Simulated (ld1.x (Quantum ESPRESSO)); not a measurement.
What one change does to a pseudopotential (O, TM)

- Element: oxygen (O)
- Generator: ld1.x (Quantum ESPRESSO) 7.5
- Type: norm-conserving Troullier–Martins (Kleinman–Bylander form)
- Functional: LDA (PZ)
- Relativity: non-relativistic
- Frozen core: [He]
- Valence charge: 6
- Reference configuration: 2s2 2p4
- Partial waves: 2s (bound): rc 0.85 bohr; 2p (bound): rc 1.70 bohr
- Local potential: the p channel
- Core correction: a·sin(br)/r model core inside 0.65 bohr

Change: all radii but the core radius scaled by about 1.29 (s 1.10, p 2.20 bohr).

Cutoffs: the cutoffs (Ry, on a coarse ladder) from which the occupation-weighted sum of valence levels, in a spherical-Bessel basis at the reference potential, stays within 10 and 1 mRy of its value at 400 Ry; they do not see the model core or the augmentation charge, which bear on the density cutoff. Errors are all-electron minus pseudo energies relative to the spin-unpolarised reference configuration.

Question: What does the change do?

Answer: The potential gets softer (80 Ry and 180 Ry → 50 Ry and 120 Ry); of the 9 tests that both files solve, the error grows in 5 and shrinks in 3 by more than 15 % and 0.3 meV (median size 49.3 → 50.0 meV); neither file shows a bound ghost. A larger radius leaves more room for a smooth pseudo-wave, so fewer plane waves are needed.

```tsv
quantity	base	changed
cutoff, loose	80 Ry	50 Ry
cutoff, tight	180 Ry	120 Ry
loose cutoff by channel (10 mRy a level)	s 60 Ry, p 45 Ry	s 45 Ry, p 30 Ry
bound ghosts	none	none
error for 2s2 2p3, meV [ΔE 16.59 eV]	+1.7	+50
error for 2s2 2p2, meV [ΔE 50.31 eV]	+177	+696
error for 2s2 2p1, meV [ΔE 104.27 eV]	+1024	+3030
error for 2s2 2p4.3, meV [ΔE -2.18 eV]	-1.5	-3.1
error for 2s1 2p5, meV [ΔE 14.53 eV]	+17	-20
error for 2s2 2p3.5, meV [ΔE 6.37 eV]	-2.5	+1.6
error for 2s0 2p6, meV [ΔE 29.12 eV]	+70	-77
error for 2s2 2p4 (spin-polarised), meV [ΔE -1.41 eV]	+49	-32
error for 2s2 2p3 (spin-polarised), meV [ΔE 12.58 eV]	+129	-102
```
